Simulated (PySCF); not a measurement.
Isomers of C3H12N2Si, one conformer each; single-point electronic energies without zero-point terms and without any empirical dispersion term.

Level: PBE0/pcSseg-1 in PySCF, non-relativistic, each on one gas-phase PBE0-D3(BJ)/def2-SVP geometry that isn't relaxed in the solvent. The solvent is an IEF-PCM continuum (cavity from Bondi-type radii × 1.2). Specific hydrogen bonds and non-electrostatic terms are outside this model.

```csv
isomer,"relative energy, gas (kcal/mol)",dipole (D)
`N[SiH2]NCCC`,0.0,0.72
`CC(C)N[SiH2]N`,0.8,0.90
```

**Question.** How do the relative energies look in tetrahydrofuran (ε = 7.426)?

**Answer.** 
```
         isomer  relative energy, solvent (kcal/mol)  E(solvent) − E(gas) (kcal/mol)  dipole in solvent (D)
  `N[SiH2]NCCC`                                  0.0                            -3.3                   0.83
`CC(C)N[SiH2]N`                                  0.7                            -3.3                   1.07
```

The order is unchanged. Conformers: `[CH3:1][CH2:2][CH2:3][NH:4][SiH2:5][NH2:6]` with C1–C2–C3–N4 -179°, C2–C3–N4–Si5 94°, C3–N4–Si5–N6 57°, N4–Si5–N6–H 60° and -150°; `[CH3:1][CH:2]([CH3:3])[NH:4][SiH2:5][NH2:6]` with C1–C2–N4–Si5 70°, C2–N4–Si5–N6 -156°, N4–Si5–N6–H -154° and 60°. The gains span 0.0 kcal/mol, the gas-phase energies 0.8 kcal/mol.
